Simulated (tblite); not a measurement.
Species: C₇H₁₁PS.
Numbering: `[CH3:1][c:2]1[p:3][cH:4][c:5]([CH:6]([CH3:7])[CH3:8])[s:9]1` (hydrogens: H10, H11, H12 on C1; H13 on C4; H14 on C6; H15, H16, H17 on C7; H18, H19, H20 on C8)

Computed with GFN2-xTB (tblite), gas phase: L-BFGS steps from a force-field or distance-geometry start until the largest atomic force falls under 0.01 eV/Å.

Step 0: E = -716.4154 eV
```
atom  x, y, z in Å  |  force x, y, z in eV/Å
C1      3.8945   -0.5048    0.1186   -0.327  -0.075  -0.073
C2      2.4582   -0.0807    0.2619    0.277   1.795   1.686
P3      1.9999    1.3014    1.3812   -1.352  -2.835  -2.690
C4      0.2535    1.0269    0.8852    0.640  -0.522  -0.146
C5     -0.0905    0.0133    0.0060    0.148   1.039   0.764
C6     -1.4903   -0.3331   -0.4925    0.441   0.204   0.252
C7     -2.3785   -0.7677    0.6682   -0.296   0.090   0.645
C8     -2.1048    0.8483   -1.2383   -0.518   0.171  -0.247
S9      1.2413   -0.9272   -0.6063    0.003   0.631   0.511
H10     4.5596    0.1051    0.7318   -0.210   0.017  -0.044
H11     4.2017   -0.4089   -0.9259    0.052  -0.103   0.080
H12     4.0118   -1.5488    0.4276    0.021   0.103  -0.128
H13    -0.4821    1.6788    1.3563    0.083  -0.324  -0.319
H14    -1.4251   -1.1755   -1.1950    0.191   0.089   0.101
H15    -1.9423   -1.6118    1.2078    0.016   0.079  -0.139
H16    -2.5318    0.0379    1.4093    0.153  -0.259  -0.463
H17    -3.3635   -1.0753    0.3092    0.150   0.067  -0.028
H18    -3.0926    0.5611   -1.6450    0.459   0.137   0.226
H19    -1.4790    1.1554   -2.0764    0.010  -0.055   0.079
H20    -2.2453    1.7163   -0.5865    0.061  -0.248  -0.067
```

Step 1: E = -716.7099 eV
```
atom  x, y, z in Å  |  force x, y, z in eV/Å
C1      3.8898   -0.5059    0.1176   -0.195   0.168   0.107
C2      2.4622   -0.0551    0.2859    0.285   0.497   0.568
P3      1.9806    1.2609    1.3428   -0.616  -1.386  -1.330
C4      0.2627    1.0195    0.8831   -0.075   0.082   0.214
C5     -0.0884    0.0281    0.0169   -0.144   0.101  -0.045
C6     -1.4840   -0.3302   -0.4889    0.145   0.246   0.282
C7     -2.3827   -0.7665    0.6774    0.004  -0.037   0.083
C8     -2.1122    0.8507   -1.2418    0.038   0.034  -0.012
S9      1.2414   -0.9182   -0.5990    0.036   0.592   0.481
H10     4.5566    0.1054    0.7311   -0.160  -0.028  -0.069
H11     4.2024   -0.4104   -0.9248   -0.034  -0.075   0.064
H12     4.0121   -1.5473    0.4257   -0.055   0.064  -0.100
H13    -0.4809    1.6742    1.3518    0.240  -0.354  -0.318
H14    -1.4224   -1.1742   -1.1936    0.235   0.153   0.183
H15    -1.9420   -1.6107    1.2058    0.031   0.007  -0.048
H16    -2.5297    0.0342    1.4027    0.073   0.018  -0.151
H17    -3.3614   -1.0744    0.3088    0.085   0.052  -0.029
H18    -3.0860    0.5631   -1.6418    0.106   0.026   0.081
H19    -1.4788    1.1546   -2.0753   -0.012  -0.038   0.054
H20    -2.2444    1.7127   -0.5874    0.014  -0.123  -0.014
```

Problem. Estimate the geometry and energy of step 2. (The exact step hangs on the optimiser's Hessian estimate; all steps are aligned on step 1, rigid shifts and turns removed.)

Solution. E = -716.7793 eV, largest force 1.100 eV/Å
```
atom  x, y, z in Å  |  force x, y, z in eV/Å
C1      3.8845   -0.5019    0.1200    0.022   0.056   0.041
C2      2.4696   -0.0394    0.3031    0.321  -0.856  -0.611
P3      1.9630    1.2218    1.3053   -0.168   0.521   0.379
C4      0.2622    1.0204    0.8880   -0.376  -0.336  -0.242
C5     -0.0916    0.0326    0.0174   -0.077   0.064  -0.017
C6     -1.4796   -0.3238   -0.4816   -0.054   0.021   0.031
C7     -2.3832   -0.7672    0.6807    0.099   0.004  -0.075
C8     -2.1123    0.8519   -1.2426    0.144  -0.032   0.103
S9      1.2422   -0.9026   -0.5864   -0.020   0.222   0.164
H10     4.5523    0.1047    0.7294   -0.033   0.040   0.011
H11     4.2017   -0.4124   -0.9231   -0.099  -0.035   0.089
H12     4.0108   -1.5456    0.4231   -0.104   0.092  -0.071
H13    -0.4750    1.6650    1.3434   -0.024  -0.026  -0.058
H14    -1.4163   -1.1704   -1.1890    0.226   0.211   0.237
H15    -1.9413   -1.6104    1.2043    0.049  -0.044   0.004
H16    -2.5276    0.0341    1.3981    0.029   0.106  -0.005
H17    -3.3590   -1.0730    0.3080    0.046   0.035  -0.046
H18    -3.0826    0.5640   -1.6394   -0.002  -0.025   0.035
H19    -1.4791    1.1536   -2.0738    0.029  -0.016   0.000
H20    -2.2439    1.7093   -0.5879   -0.007  -0.002   0.034
```

The energy changes by -0.0695 eV. The first-order estimate −F·Δx gives -0.1727 eV and the mean of the old and new forces, exact on a quadratic surface, -0.0646 eV. The step makes an angle of 4° with the force vector and moves no atom by more than 0.057 Å.

The cost below is that of the whole relaxation. The run took 0.18 s wall on one thread, AMD EPYC 9R45 (x86_64), shared host.
